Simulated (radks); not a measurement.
Fractional charge and spin in the 4s shell of cobalt: the spin-up occupation runs from 0 to 1 and the spin-down occupation from 0 to 1; the fullest corner is Co, [Ar] 3d(up 3.5, down 3.5) 4s(up 1, down 1). All-electron calculation, scalar-relativistic Kohn-Sham, r2SCAN, spin-polarised, spherical densities, finite nucleus; meta-GGA in the generalised Kohn-Sham scheme; Fermi nuclear charge, rms radius of each element as measured or else 0.836 A^(1/3) + 0.57 fm. Program: a radial shooting solver on a logarithmic mesh with Libxc functionals. Energy (eV) minus the two flat planes that join the four corners (they meet along the diagonal where the two added fractions sum to one electron); zero is where a piecewise linear energy would lie.

| down \ up | 0 | 0.25 | 0.5 | 0.75 | 1 |
|---|---|---|---|---|---|
| 0 | 0.000 | -0.605 | -0.813 | -0.613 | 0.000 |
| 0.25 | -0.605 | -0.657 | -0.319 | 0.413 | -0.533 |
| 0.5 | -0.813 | -0.319 | 0.553 | -0.276 | -0.713 |
| 0.75 | -0.613 | 0.413 | -0.276 | -0.597 | -0.538 |
| 1 | 0.000 | -0.533 | -0.713 | -0.538 | 0.000 |

Corners above the fullest one (they belong to Co+ and the next ion): (up 1, down 0) 8.581 eV, (up 0, down 1) 8.581 eV, (up 0, down 0) 25.471 eV. With half an added electron in each spin the energy lies 0.553 eV from the planes, and with half an added electron in spin up alone -0.813 eV. The planes are only a guide here: the flat-plane condition holds for ground states with one frontier orbital, while other shells are open and held unpolarised.
